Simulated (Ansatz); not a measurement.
Input for Ansatz (a first-principles code): R-wB97X-V/def2-TZVPP on HIOSn (SMILES [OH][Sn][I]), a point of a torsion scan. Elements past Kr take the def2 small-core potentials; no spin–orbit coupling.

Ansatz 0.2 input:
```yaml
crystal:
  periodic: [false, false, false]
  atoms:
    - {symbol: O, position_ang: [-1.20137262, 0.01335830, 0.16595137]}
    - {symbol: Sn, position_ang: [0.35645701, 1.21642880, -0.15184698]}
    - {symbol: I, position_ang: [0.79469534, 0.91251118, -2.83763965]}
    - {symbol: H, position_ang: [-1.69412582, -0.76825646, -0.06588309]}
basis:
  gaussian:
    orbitals: def2-TZVPP
hamiltonian:
  xc: {name: wB97X-V}
scf: {lower_state_search: off}
```

Output:

```
WARN ansatz: RAYON_NUM_THREADS=1 ignored (pool sized by the plan → 1); use --threads N
Functional definition: wB97X-V
these checks for a lower state are left out or cut short: stability, starts, cluster_reference, orbital_swaps, neighbouring_geometries, increment
integrals: 0.09 GiB planned
1031 factors; their error is unknown
integrals: 0.12 GiB planned
203 factors; integrals over basis functions are off by at most 6.9e-5 eV
mean field: 0.74 GiB planned
mean field evaluation 1: about -15991.6154 eV, gradient 5.5e1 eV
mean field evaluation 2: about -15982.2857 eV, gradient 9.1e1 eV
mean field evaluation 4: about -15997.0535 eV, gradient 2.6e0 eV
mean field evaluation 8: about -15997.3090 eV, gradient 4.9e-1 eV
mean field evaluation 16: about -15997.3092 eV, gradient 7.0e-5 eV
mean field -15997.30923962 eV, -587.8902711903 hartree, gradient 2.7e-6 eV, S^2 0.000000; 0 other end points of the search recorded, 0 dependent functions left out
reference -15997.30923787 eV, -587.8902711259 hartree; 28, 28 occupied and 117, 117 virtual orbitals, 1031 factors
Total energy: -15997.30923787 eV, -587.8902711259 hartree
Checks for a lower state left out: stability, starts, cluster_reference, orbital_swaps, neighbouring_geometries, increment
```

The run converged.

Cost: very roughly 7 core-seconds.
